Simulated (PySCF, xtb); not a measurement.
BF2H3O2Si, SMILES OB(O)[SiH](F)F.

The structure is a stationary point at B3LYP-D3(BJ)/def2-SVP. This is a generated structure with no PubChem entry under its InChIKey; it may be hypothetical. The values are those of a single conformer.

Calculation: IEF-PCM-PBE0/def2-SVP run with PySCF.

The values are the electrostatic part of the solvation free energy, E(continuum) − E(gas) at the gas-phase geometry, in a cavity of scaled van der Waals radii (PySCF's table); cavitation and dispersion terms are not included. In vacuum the orbital gap is 7.88 eV. The dipole moment in vacuum is 2.26 D.

Computed values in water (ε = 78.36), benzene (ε = 2.27), acetone (ε = 20.49):
```
solvent      ε  ΔG(elec) (kcal/mol)  dipole (D)  gap (eV)
-------  -----  -------------------  ----------  --------
water    78.36                 -7.0        2.64      7.92
benzene   2.27                 -3.1        2.43      7.90
acetone  20.49                 -6.6        2.61      7.91
```

For comparison, GFN2-xTB/ALPB(water) (xtb, at the GFN2-xTB geometry, all terms of that model) gives -7.7 kcal/mol.
